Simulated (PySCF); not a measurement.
C4H6ClF, SMILES C[C@@H](F)/C=C\Cl.

Geometry: PBE0-D3(BJ)/def2-SVP. The structure was generated by enumeration; whether it is a known compound was not checked. The values are those of a single conformer.

All values below come from B3LYP/def2-TZVP (PySCF).

Gas-phase values at a fixed geometry.

Computed frontier levels, gap, dipole moment and polarisability:
```
Item                                                                                                           Result
---------------------------------------------------------------------------------------------  ----------------------
highest occupied level                                                                                       -7.30 eV
lowest empty level                                                                                           -0.64 eV
orbital gap                                                                                                   6.66 eV
dipole moment                                                                                                  1.27 D
quadrupole, principal values (traceless, Buckingham form, about the centre of nuclear charge)   -8.37, 0.66, 7.71 D·Å
mean static polarisability                                                                       61.2 bohr³ (9.07 Å³)
polarisability, principal values                                                               46.9, 59.2, 77.4 bohr³
```
